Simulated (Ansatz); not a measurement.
```yaml
crystal:
  periodic: [false, false, false]
  atoms:
    - {symbol: In, position_ang: [0.691044, 1.196121, -0.001318]}
    - {symbol: H, position_ang: [2.411567, 1.092347, 0.033867]}
    - {symbol: H, position_ang: [-0.248819, 2.640820, -0.041356]}
    - {symbol: C, position_ang: [-0.367693, -0.626533, 0.004119]}
    - {symbol: C, position_ang: [-0.974464, -1.686915, 0.003369]}
    - {symbol: H, position_ang: [-1.511645, -2.615840, 0.001329]}
basis:
  gaussian: {orbitals: def2-mTZVPP, point_charges: [{charge: 0.50, position_ang: [6.717, -0.995, -0.196]}]}
total_charge: -1
magnetization: {spin_polarized: true, initial_magnetization: 1}
hamiltonian: {xc: {name: r2SCAN50}, dispersion: d4}
```

```sh
$ ansatz run in.yaml --threads 4 --pin off --events-out ev --progress --plain --max-ram 3916MiB
```

Output, abridged:

```
Functional definition: r2SCAN50
930 factors; integrals over basis functions are off by at most 7.9e-4 eV
mean field evaluation 1: about -7293.2398 eV, gradient 1.4e1 eV
mean field evaluation 2: about -7293.6943 eV, gradient 1.1e1 eV
mean field evaluation 4: about -7294.3331 eV, gradient 1.5e0 eV
mean field evaluation 8: about -7294.4129 eV, gradient 1.5e-1 eV
mean field evaluation 16: about -7294.4141 eV, gradient 6.4e-3 eV
mean field -7294.41410872 eV, -268.0647741640 hartree, gradient 5.8e-5 eV, S^2 0.765752; 0 other end points of the search recorded, 0 dependent functions left out
reference -7294.41412549 eV, -268.0647747801 hartree; 19, 18 occupied and 70, 71 virtual orbitals, 930 factors
Total energy: -7294.45321973 eV, -268.0662114672 hartree
```

It took 3.5 s on 4 threads of Arm Neoverse V1 on a shared host.

In the def2 sets In takes a core potential; there is no spin–orbit coupling. The highest occupied level of an anion often lies above zero with these methods, and sets without diffuse functions describe the outer electron poorly.
